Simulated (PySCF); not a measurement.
Sb(Br)2(OH) (Br2HOSb), SMILES [OH][Sb]([Br])[Br]. Heavy atoms are numbered as in [Sb:1]([Br:2])([Br:3])[OH:4]. Hydrogens are named by the atom that carries them.

Coordinates come from a PBE0-D3(BJ)/def2-SVP optimisation. The structure was generated by enumeration; whether it is a known compound was not checked. The def2 effective core potentials stand for the cores of Sb; spin–orbit coupling is left out. One conformer was computed; it need not be the lowest.

The numbers are results of PySCF with CAM-B3LYP/def2-TZVP, not measurements.

ESP charges are fitted to the potential on shells at 1.4 to 2.0 van der Waals radii. Atomic charges (e), one atom of each kind:

```tsv
atom	Löwdin	ESP fit
Sb1	0.33	0.56
Br2	-0.06	-0.19
O4 (OH)	-0.36	-0.55
H on O4	0.15	0.37
```
